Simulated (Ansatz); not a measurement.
Input and output for `C[Si](C)(C)[Sn]([Cl])([Cl])[Cl]`.

```yaml
crystal:
  periodic: [false, false, false]
  atoms:
    - {symbol: C, position_ang: [0.581000, -1.363425, -1.329303]}
    - {symbol: Si, position_ang: [0.107591, -0.316131, 0.138969]}
    - {symbol: C, position_ang: [1.553767, 0.088141, 1.244377]}
    - {symbol: C, position_ang: [-1.359848, -0.988173, 1.072669]}
    - {symbol: Sn, position_ang: [-0.670920, 1.947750, -0.842221]}
    - {symbol: Cl, position_ang: [-1.343841, 3.487905, 0.773974]}
    - {symbol: Cl, position_ang: [0.971378, 3.052572, -2.074665]}
    - {symbol: Cl, position_ang: [-2.488211, 1.768680, -2.292092]}
    - {symbol: H, position_ang: [1.389827, -0.903072, -1.900774]}
    - {symbol: H, position_ang: [0.923371, -2.345357, -0.987801]}
    - {symbol: H, position_ang: [-0.268440, -1.515260, -1.998707]}
    - {symbol: H, position_ang: [1.260972, 0.767047, 2.048167]}
    - {symbol: H, position_ang: [2.365537, 0.553547, 0.681228]}
    - {symbol: H, position_ang: [1.939303, -0.829687, 1.699313]}
    - {symbol: H, position_ang: [-1.102522, -1.952910, 1.521087]}
    - {symbol: H, position_ang: [-2.215326, -1.139999, 0.410994]}
    - {symbol: H, position_ang: [-1.662838, -0.312126, 1.875087]}
basis:
  gaussian: {orbitals: def2-SVP}
magnetization: {spin_polarized: true, initial_magnetization: 2}
hamiltonian: {xc: {name: HSE06}, dispersion: d3bj}
output: {forces: true}
```

```sh
$ ansatz run in.yaml --threads 4 --pin off --events-out ev --progress --plain --max-ram 46080MiB --backend cpu
```

Output, abridged:

```
Functional definition: HSE06
  name "HSE06"
  cite "Heyd, Scuseria & Ernzerhof, J. Chem. Phys. 118, 8207 (2003) doi:10.1063/1.1564060"
  cite "Krukau, Vydrov, Izmaylov & Scuseria, J. Chem. Phys. 125, 224106 (2006) doi:10.1063/1.2404663"
  cite "Heyd & Scuseria, J. Chem. Phys. 120, 7274 (2004) doi:10.1063/1.1668634"
  cite "Ernzerhof & Perdew, J. Chem. Phys. 109, 3313 (1998) doi:10.1063/1.476928"
  cite "Perdew, Burke & Ernzerhof, Phys. Rev. Lett. 77, 3865 (1996) doi:10.1103/PhysRevLett.77.3865"
  parent pbe
  parameter a = 0.25
  parameter omega = 0.11/bohr
  # The whole range is PBE's own exchange, as in plane waves. The composition of these papers is wPBEh.
  exchange = pbe_x - a*pbe_x_sr(omega) + a*exact_x_sr(omega)
  correlation = pbe_c
1894 factors; integrals over basis functions are off by at most 1.1e-3 eV
151 factors; integrals over basis functions are off by at most 2.4e-7 eV
mean field evaluation 1: about -54486.4619 eV, gradient 4.9e1 eV
mean field evaluation 2: about -54472.9920 eV, gradient 6.2e1 eV
mean field evaluation 4: about -54498.2032 eV, gradient 4.3e0 eV
mean field evaluation 8: about -54498.5493 eV, gradient 1.1e0 eV
mean field evaluation 16: about -54498.5565 eV, gradient 3.1e-3 eV
mean field -54498.55653765 eV, -2002.7850123103 hartree, gradient 2.8e-5 eV, S^2 2.005521; 8 other end points of the search recorded, 0 dependent functions left out
the calculation of the forces begins
reference -54498.55658672 eV, -2002.7850141137 hartree; 58, 56 occupied and 127, 129 virtual orbitals, 1894 factors
Total energy: -54499.05728789 eV, -2002.8034145422 hartree
Atom 0 at     0.581000    -1.363425    -1.329303 Å, force    -0.062877     0.177922    -0.048742 eV/Å
Atom 1 at     0.107591    -0.316131     0.138969 Å, force     0.936725    -2.723498     1.181751 eV/Å
Atom 2 at     1.553767     0.088141     1.244377 Å, force    -0.077193     0.156962    -0.086716 eV/Å
Atom 3 at    -1.359848    -0.988173     1.072669 Å, force    -0.034433     0.172847    -0.084494 eV/Å
Atom 4 at    -0.670920     1.947750    -0.842221 Å, force    -0.593855     1.726355    -0.747697 eV/Å
Atom 5 at    -1.343841     3.487905     0.773974 Å, force    -0.498635     1.019517     1.920073 eV/Å
Atom 6 at     0.971378     3.052572    -2.074665 Å, force     1.899229     0.571916    -1.028624 eV/Å
Atom 7 at    -2.488211     1.768680    -2.292092 Å, force    -1.687040    -0.758664    -1.254390 eV/Å
Atom 8 at     1.389827    -0.903072    -1.900774 Å, force     0.227515     0.121834    -0.175856 eV/Å
Atom 9 at     0.923371    -2.345357    -0.987801 Å, force     0.104347    -0.301641     0.119222 eV/Å
Atom 10 at    -0.268440    -1.515260    -1.998707 Å, force    -0.232359    -0.047823    -0.203033 eV/Å
Atom 11 at     1.260972     0.767047     2.048167 Å, force    -0.067813     0.197231     0.232286 eV/Å
Atom 12 at     2.365537     0.553547     0.681228 Å, force     0.238340     0.138209    -0.146922 eV/Å
Atom 13 at     1.939303    -0.829687     1.699313 Å, force     0.110317    -0.293024     0.134925 eV/Å
Atom 14 at    -1.102522    -1.952910     1.521087 Å, force     0.092891    -0.299331     0.134067 eV/Å
Atom 15 at    -2.215326    -1.139999     0.410994 Å, force    -0.254197    -0.044203    -0.175932 eV/Å
Atom 16 at    -1.662838    -0.312126     1.875087 Å, force    -0.100963     0.185392     0.230082 eV/Å
Dipole moment:     0.412709    -1.200152     0.519810 e Å
```

Hardware: 4 threads of an AMD EPYC 7R13 on a shared host. Wall time 67 s, peak host memory 1.3 GiB.
